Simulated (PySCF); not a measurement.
## ZrH₂ + ZrF₂ → 2 ZrHF

Level: PBE0 in the def2-TZVP basis family, computed in PySCF with density fitting; scalar-relativistic core potentials for atoms from Rb on, none lighter, no spin–orbit coupling; open shells unrestricted.

| species | state and structure | ZPE (kJ/mol) | H(298 K) − H(0) (kJ/mol) | S° (J/(mol K)) |
| --- | --- | --- | --- | --- |
| ZrH₂ | triplet, C2v, Zr–H 1.860 Å (×2); H–Zr–H 118.9° | 23.1 | 10.4 | 236.3 |
| ZrF₂ | triplet, C2v, Zr–F 1.909 Å (×2); F–Zr–F 133.9° | 8.4 | 12.5 | 288.9 |
| ZrHF | triplet, Cs, Zr–F 1.890 Å, Zr–H 1.862 Å; F–Zr–H 118.4° | 16.1 | 11.1 | 268.6 |

**Question.** Is the gas-phase reaction uphill or downhill in electronic energy at this level, and by how much?

**Answer.** At PBE0/def2-TZVP, ΔE = -5.9 kJ/mol, downhill. Ligand scrambling is nearly thermoneutral, as expected when bond energies add up.

**Question.** Add zero-point, thermal and entropy terms for 298.15 K and 1 bar.

**Answer.** ΔZPE = 0.7 and Δ[H(298) − H(0)] = -0.7 kJ/mol give ΔH° = -5.9 kJ/mol. ΔS° = 12.0 J/(mol K), so ΔG° = -5.9 − 298.15 × (0.0120) = -9 kJ/mol and log₁₀K = 1.7.

Open d or f shells are single determinants, so the state found may not be the ground state. The structures come from searches over a few start shapes, so lower isomers are not excluded.
